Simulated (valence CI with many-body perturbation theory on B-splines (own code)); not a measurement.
E1 line list for Cd⁴³⁺

Method: valence CI with perturbative core correlation (CI+MBPT): three valence electrons over a frozen Dirac-Fock core [He], radial functions for each j: 11 s, 11 p, 9 d, 7 f, 5 g, 2 h, 1 i, with the one-electron correlation potential Σ1, the two-electron term Σ2, the three-electron term Σ3, Breit, model QED; selected CI, second order for the rest (own B-spline code, finite nucleus).

The last digits are not significant, and no measured levels were compared; by estimate large intervals hold to a few tenths of a per cent, small ones and those within an open d or f shell to about a per cent.

Lines 151 to 200 of 272 in falling wavelength, among levels below 4625.7 eV, chosen from the strongest by gf and those to the six lowest levels. Wavelengths and rates use the calculated energies. Electric multipoles are in the length gauge, E1 and E2 with the static RPA response of the core. Weak lines are less certain than strong ones. Lines between different terms over intervals too small for the method are left out, as are lines whose strength nearly cancels. The highest levels of a list are the least certain.

Levels are named by their leading jj configuration (3d3/2^4 stands for four electrons in 3d with j = 3/2), which in mixed levels can hold well under half, so a name can repeat and another be missing. Letters in brackets count levels of one name in rising energy.

```
λ vac (nm)                          Upper                       Lower   A (s⁻¹)  S (a.u.)
    0.3149         (2s 2p1/2 3d3/2) J=1/2  (2s 2p1/2 2p3/2) J=3/2 [a]  7.83e+12  2.41e-04
    0.3148             (2s^2 3d5/2) J=5/2          (2s^2 2p3/2) J=3/2  2.65e+14  2.45e-02
    0.3148     (2s 2p1/2 3d3/2) J=3/2 [b]  (2s 2p1/2 2p3/2) J=3/2 [a]  3.81e+13  2.35e-03
    0.3145        (2s 2p1/2 3s) J=1/2 [a]          (2s 2p1/2^2) J=1/2  6.10e+12  1.87e-04
    0.3139            (2s 2p1/2 3s) J=3/2          (2s 2p1/2^2) J=1/2  4.11e+12  2.51e-04
    0.3137      (2p1/2 2p3/2 3p1/2) J=5/2          (2s 2p3/2^2) J=5/2  1.24e+13  1.13e-03
    0.3135            (2s 2p3/2 3s) J=5/2      (2s 2p1/2 2p3/2) J=5/2  5.17e+12  4.72e-04
    0.3130         (2s 2p1/2 3d5/2) J=3/2  (2s 2p1/2 2p3/2) J=3/2 [a]  4.21e+12  2.55e-04
    0.3130     (2s 2p1/2 3d5/2) J=5/2 [b]  (2s 2p1/2 2p3/2) J=3/2 [a]  2.18e+13  1.98e-03
    0.3125             (2s^2 3p3/2) J=3/2          (2s 2p1/2^2) J=1/2  1.04e+13  6.28e-04
    0.3123     (2s 2p3/2 3d5/2) J=7/2 [b]          (2s 2p3/2^2) J=5/2  9.81e+13  1.18e-02
    0.3123        (2s 2p3/2 3s) J=3/2 [a]      (2s 2p1/2 2p3/2) J=5/2  4.45e+12  2.67e-04
    0.3122            (2s 2p3/2 3s) J=1/2  (2s 2p1/2 2p3/2) J=3/2 [b]  1.39e+13  4.17e-04
    0.3120        (2s 2p3/2 3s) J=3/2 [b]  (2s 2p1/2 2p3/2) J=3/2 [b]  3.66e+12  2.19e-04
    0.3119        (2s 2p1/2 3s) J=1/2 [b]          (2s 2p1/2^2) J=1/2  1.04e+12  3.13e-05
    0.3113            (2s 2p3/2 3s) J=5/2  (2s 2p1/2 2p3/2) J=3/2 [a]  4.67e+11  4.17e-05
    0.3112                (2s^2 3s) J=1/2          (2s^2 2p1/2) J=1/2  1.13e+13  3.36e-04
    0.3104         (2s 2p1/2 3p3/2) J=5/2          (2s^2 2p3/2) J=3/2  3.88e+12  3.44e-04
    0.3102     (2s 2p1/2 3p3/2) J=3/2 [b]          (2s^2 2p3/2) J=3/2  4.77e+11  2.81e-05
    0.3101        (2s 2p3/2 3s) J=3/2 [a]  (2s 2p1/2 2p3/2) J=3/2 [a]  1.74e+12  1.03e-04
    0.3058  (2p1/2 2p3/2 3d3/2) J=3/2 [a]       (2p1/2^2 2p3/2) J=3/2  4.18e+13  2.36e-03
    0.3057  (2p1/2 2p3/2 3d3/2) J=5/2 [a]       (2p1/2^2 2p3/2) J=3/2  1.81e+13  1.53e-03
    0.3055     (2s 2p3/2 3d3/2) J=5/2 [a]  (2s 2p1/2 2p3/2) J=3/2 [b]  4.12e+11  3.48e-05
    0.3052     (2s 2p3/2 3d3/2) J=1/2 [a]  (2s 2p1/2 2p3/2) J=3/2 [b]  3.07e+12  8.62e-05
    0.3042  (2p1/2 2p3/2 3d3/2) J=5/2 [b]       (2p1/2^2 2p3/2) J=3/2  2.06e+14  1.72e-02
    0.3040      (2p1/2 2p3/2 3d5/2) J=3/2       (2p1/2^2 2p3/2) J=3/2  1.02e+14  5.66e-03
    0.3038     (2s 2p3/2 3d5/2) J=5/2 [a]  (2s 2p1/2 2p3/2) J=3/2 [b]  6.18e+11  5.13e-05
    0.3037     (2s 2p1/2 3d3/2) J=3/2 [a]          (2s 2p1/2^2) J=1/2  2.42e+13  1.34e-03
    0.3036     (2s 2p3/2 3d5/2) J=3/2 [a]      (2s 2p1/2 2p3/2) J=1/2  3.69e+13  2.04e-03
    0.3034     (2s 2p3/2 3d5/2) J=3/2 [a]  (2s 2p1/2 2p3/2) J=3/2 [b]  2.07e+13  1.14e-03
    0.3034  (2p1/2 2p3/2 3d3/2) J=3/2 [b]       (2p1/2^2 2p3/2) J=3/2  1.63e+14  8.98e-03
    0.3034      (2p1/2 2p3/2 3d5/2) J=5/2       (2p1/2^2 2p3/2) J=3/2  7.52e+13  6.22e-03
    0.3033  (2p1/2 2p3/2 3d3/2) J=1/2 [b]       (2p1/2^2 2p3/2) J=3/2  3.02e+14  8.31e-03
    0.3022     (2s 2p3/2 3d3/2) J=5/2 [a]      (2s 2p1/2 2p3/2) J=5/2  1.58e+14  1.29e-02
    0.3021      (2p1/2 2p3/2 3p1/2) J=1/2  (2s 2p1/2 2p3/2) J=3/2 [b]  7.54e+12  2.05e-04
    0.3020     (2s 2p3/2 3d3/2) J=3/2 [a]      (2s 2p1/2 2p3/2) J=5/2  7.09e+13  3.86e-03
    0.3020  (2p1/2 2p3/2 3p1/2) J=3/2 [a]      (2s 2p1/2 2p3/2) J=1/2  4.73e+13  2.57e-03
    0.3019         (2s 2p3/2 3d3/2) J=7/2      (2s 2p1/2 2p3/2) J=5/2  2.25e+14  2.45e-02
    0.3018  (2p1/2 2p3/2 3p1/2) J=3/2 [a]  (2s 2p1/2 2p3/2) J=3/2 [b]  2.64e+12  1.43e-04
    0.3016         (2s 2p1/2 3d3/2) J=1/2          (2s 2p1/2^2) J=1/2  4.04e+14  1.09e-02
    0.3015     (2s 2p1/2 3d3/2) J=3/2 [b]          (2s 2p1/2^2) J=1/2  2.69e+14  1.46e-02
    0.3015      (2p1/2 2p3/2 3p1/2) J=5/2  (2s 2p1/2 2p3/2) J=3/2 [b]  2.35e+14  1.91e-02
    0.3010     (2s 2p1/2 3p1/2) J=1/2 [a]          (2s^2 2p1/2) J=1/2  2.76e+13  7.43e-04
    0.3009     (2s 2p3/2 3d3/2) J=3/2 [b]      (2s 2p1/2 2p3/2) J=1/2  7.76e+13  4.17e-03
    0.3007     (2s 2p3/2 3d3/2) J=3/2 [b]  (2s 2p1/2 2p3/2) J=3/2 [b]  8.22e+13  4.41e-03
    0.3006     (2s 2p3/2 3d3/2) J=1/2 [b]      (2s 2p1/2 2p3/2) J=1/2  1.78e+14  4.77e-03
    0.3005     (2s 2p3/2 3d5/2) J=5/2 [a]      (2s 2p1/2 2p3/2) J=5/2  2.76e+12  2.22e-04
    0.3005     (2s 2p3/2 3d3/2) J=5/2 [b]  (2s 2p1/2 2p3/2) J=3/2 [b]  5.68e+13  4.56e-03
    0.3004     (2s 2p3/2 3d3/2) J=1/2 [b]  (2s 2p1/2 2p3/2) J=3/2 [b]  2.68e+13  7.17e-04
    0.3002             (2s^2 3d3/2) J=3/2          (2s^2 2p1/2) J=1/2  2.76e+14  1.48e-02
```
